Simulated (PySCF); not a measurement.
# Titanium: a sound run and one with changed settings

Sound run: Ti²⁺ [Ar] 3d2, Ti³⁺ [Ar] 3d1. Calculation: PySCF 2.14, in cc-pVTZ-DK (7s6p4d2f1g, 68 functions); scalar relativity by spin-free X2C-1e. In the sound run the correlated levels freeze [Ar]. The sound run starts from symmetry-adapted Hartree-Fock orbitals and uses a fine grid where one is needed.

Changed run: the non-relativistic Hamiltonian (point nucleus). This setting is unsound on purpose.

```
species  method  sound run (hartree)  changed run (hartree)  converged
   Ti²⁺     UHF           -852.06777             -846.04369        yes
   Ti²⁺     LDA           -850.83553             -844.81859        yes
   Ti²⁺    PBE0           -852.76877             -846.74777        yes
   Ti²⁺     MP2           -852.07225             -846.04814        yes
   Ti³⁺     UHF           -851.09013             -845.05846        yes
   Ti³⁺     LDA           -849.80554             -843.78109        yes
   Ti³⁺    PBE0           -851.74616             -845.71763        yes
```

Ionisation energy of Ti²⁺:

```json
{"method": "UHF", "sound run (eV)": "26.603", "changed run (eV)": "26.810"}
{"method": "LDA", "sound run (eV)": "28.028", "changed run (eV)": "28.232"}
{"method": "PBE0", "sound run (eV)": "27.826", "changed run (eV)": "28.032"}
{"method": "MP2", "sound run (eV)": "26.725", "changed run (eV)": "26.931"}
{"method": "SCS-MP2", "sound run (eV)": "26.644", "changed run (eV)": "26.850"}
```

Most of the change in total energy is the relativistic energy itself. On top of that the contraction fixes the core shape for the Hamiltonian it was made with, so the changed run is not a good calculation with the other Hamiltonian either.

For comparison, NIST gives 27.492 eV between the lowest levels.
